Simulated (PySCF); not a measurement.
Compound: C7H6FO (doublet state).
SMILES with atom numbers: `[H]/[C:1]=[C:2]([CH:3]=[O:4])/[C:5]([CH:6]=[CH2:7])=[CH:8]\[F:9]` (hydrogens: H10 on C1; H11 on C3; H12 on C6; H13, H14 on C7; H15 on C8)

Structure used (GFN2-xTB), in Å, numbered top down from 1:
```xyz
15
C7H6FO angstrom
C     -1.102   -1.048   -1.036
C     -0.799    0.076   -0.441
C     -1.581    1.302   -0.840
O     -2.767    1.371   -0.960
C      0.330    0.268    0.480
C      1.375   -0.749    0.565
C      1.347   -1.906   -0.079
C      0.424    1.334    1.285
F     -0.491    2.314    1.335
H     -1.874   -1.332   -1.718
H     -0.911    2.142   -1.108
H      2.201   -0.498    1.218
H      0.491   -2.126   -0.719
H      2.123   -2.644    0.011
H      1.230    1.504    1.985
```

The hyperfine couplings belong to this conformer and change with its torsions.

Computed with UKS B3LYP, pcH-1 on C F H O, non-relativistic, mean-field spin-orbit, GIAO (PySCF 2.14.0). The structure is a single GFN2-xTB conformer in the gas phase; no vibrational or solvent corrections. Couplings are sensitive to structure, and on GFN2-xTB geometries they can be far from those on DFT ones. The frame is twisted about the C2–C3 bond at this geometry (dihedral C5–C2–C3–H11 = 45°); couplings at other torsion angles weren't computed. No stability test was run, so a lower SCF solution isn't excluded.

**Question.** Match the computed a_iso(1H) values +51.9, +32.0, +20.1, +17.9, +4.7, -1.7 MHz with the sites H10; H11; H12; H13; H14; H15.

**Answer.** 
```csv
site,a_iso (MHz),ρ(0) (bohr⁻³),position,distance from C1 (Å),bound to,spin population there,largest |T| (MHz)
H10,+51.9,+0.0116,1 bond from C1,1.07,C1,+1.00,39.5
H11,+32.0,+0.0072,3 bonds from C1,3.20,C3,+0.05,4.7
H12,+17.9,+0.0040,4 bonds from C1,4.04,C6,-0.02,2.5
H13,-1.7,-0.0004,5 bonds from C1,1.95,C7,+0.08,40.9
H14,+20.1,+0.0045,5 bonds from C1,3.75,C7,+0.08,6.9
H15,+4.7,+0.0011,4 bonds from C1,4.59,C8,-0.04,2.1
```

ρ(0) is the spin density at the nucleus and T the dipolar tensor. Largest spin populations (Mulliken): C1 (+1.00), C2 (-0.16), C7 (+0.08) and C5 (+0.06). C1 is the only atom above +0.15.

Examples of negative spin density at the nucleus (bohr⁻³): C2 (-0.0210), C8 (-0.0061) and C6 (-0.0045).
